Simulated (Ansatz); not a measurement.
Ansatz (a quantum-chemistry and plane-wave program) input (CCSD(T)/6-31G*):

Ansatz 0.2 input:
```yaml
crystal:
  periodic: [false, false, false]
  atoms:
    - {symbol: C, position_ang: [-3.27592477, 1.26983766, -0.47453997]}
    - {symbol: C, position_ang: [-2.93836541, -0.01192530, 0.19710199]}
    - {symbol: C, position_ang: [-1.73631697, -0.79593736, -0.19361360]}
    - {symbol: C, position_ang: [-0.41273489, -0.18891065, 0.32612574]}
    - {symbol: C, position_ang: [0.79807716, -1.00693323, -0.10476919]}
    - {symbol: S, position_ang: [2.39946956, -0.38767232, 0.49639269]}
    - {symbol: C, position_ang: [2.55863263, 1.12727288, -0.48620354]}
    - {symbol: H, position_ang: [-2.66568541, 2.10845401, -0.10368277]}
    - {symbol: H, position_ang: [-3.09741009, 1.21423152, -1.55321260]}
    - {symbol: H, position_ang: [-4.31862994, 1.55091285, -0.31496867]}
    - {symbol: H, position_ang: [-3.43675306, -0.25710842, 1.12758682]}
    - {symbol: H, position_ang: [-1.67443726, -0.85877469, -1.28749006]}
    - {symbol: H, position_ang: [-1.81639135, -1.82199450, 0.17766405]}
    - {symbol: H, position_ang: [-0.32163249, 0.83427520, -0.04490127]}
    - {symbol: H, position_ang: [-0.43879703, -0.12704743, 1.41612558]}
    - {symbol: H, position_ang: [0.84416347, -1.08979361, -1.19383785]}
    - {symbol: H, position_ang: [0.72889026, -2.02254160, 0.29073056]}
    - {symbol: H, position_ang: [3.54037994, 1.54339901, -0.26472893]}
    - {symbol: H, position_ang: [1.80059321, 1.86389712, -0.22372367]}
    - {symbol: H, position_ang: [2.50399048, 0.90442388, -1.55245271]}
basis:
  gaussian:
    orbitals: 6-31G*
magnetization: {spin_polarized: true, initial_magnetization: 1}
correlation: {method: ccsd_t, electrons: outside_noble_gas}
```

End of the output:

```
integrals: 0.54 GiB planned
1453 factors; integrals over basis functions are off by at most 6.5e-4 eV
0.88 GiB of device memory are held for the factors and their scratch space
mean field: 1.29 GiB planned
mean field evaluation 1: about -17200.4387 eV, gradient 2.3e1 eV
mean field evaluation 2: about -17200.5631 eV, gradient 2.3e1 eV
mean field evaluation 4: about -17204.1900 eV, gradient 2.9e0 eV
mean field evaluation 8: about -17204.2584 eV, gradient 3.3e-1 eV
mean field evaluation 16: about -17200.4378 eV, gradient 2.3e1 eV
mean field evaluation 32: about -17198.8852 eV, gradient 1.9e-1 eV
mean field -17204.26031840 eV, -632.2449052348 hartree, gradient 4.8e-6 eV, S^2 0.763830; 0 other end points of the search recorded, 0 dependent functions left out
11 core orbitals not correlated
reference -17204.26031840 eV, -632.2449052348 hartree; 22, 21 occupied and 102, 103 virtual orbitals, 1453 factors
second order -24.07907762 eV of doubles, -0.00000000 eV of singles
coupled cluster: 3.69 GiB planned
cycle   1  -25.63586931 eV  change    -1.6e0 eV  update   1.1e-1
cycle   2  -26.39596668 eV  change   -7.6e-1 eV  update   3.3e-2
cycle   3  -26.52214202 eV  change   -1.3e-1 eV  update   1.3e-2
cycle   4  -26.52788019 eV  change   -5.7e-3 eV  update   4.2e-3
cycle   5  -26.52791947 eV  change   -3.9e-5 eV  update   1.9e-3
cycle   6  -26.52786429 eV  change    5.5e-5 eV  update   7.4e-4
cycle   7  -26.52782232 eV  change    4.2e-5 eV  update   2.8e-4
cycle   8  -26.52782795 eV  change   -5.6e-6 eV  update   9.3e-5
cycle   9  -26.52782318 eV  change    4.8e-6 eV  update   3.5e-5
perturbative correction -0.80741124 eV, -0.0296718159 hartree
Total energy: -17231.59555282 eV, -633.2494565713 hartree
```

It need not be the lowest isomer of its formula.
